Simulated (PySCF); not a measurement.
## Correlation energy of Be⁺ (beryllium, charge +1)

[He] 2p1, 2P determinant (an excited configuration). Computed with PySCF 2.14 in dyall-acv3z (15s9p4d2f, 76 functions), with the spin-free X2C one-electron Hamiltonian (Gaussian nucleus). Frozen: nothing; 3 electrons correlated; the 5 highest virtual orbitals of each spin left out.

```
  level  correlation energy (mhartree)
   CCSD                         -44.75
    (T)                          -0.03
CCSD(T)                         -44.78
```

Diagnostics: T1 = 0.0024, D1 = 0.0059, largest double amplitude 0.009.

Problem. Is a single reference adequate?

Solution. Yes: T1 lies below 0.03 and no double amplitude reaches 0.07.
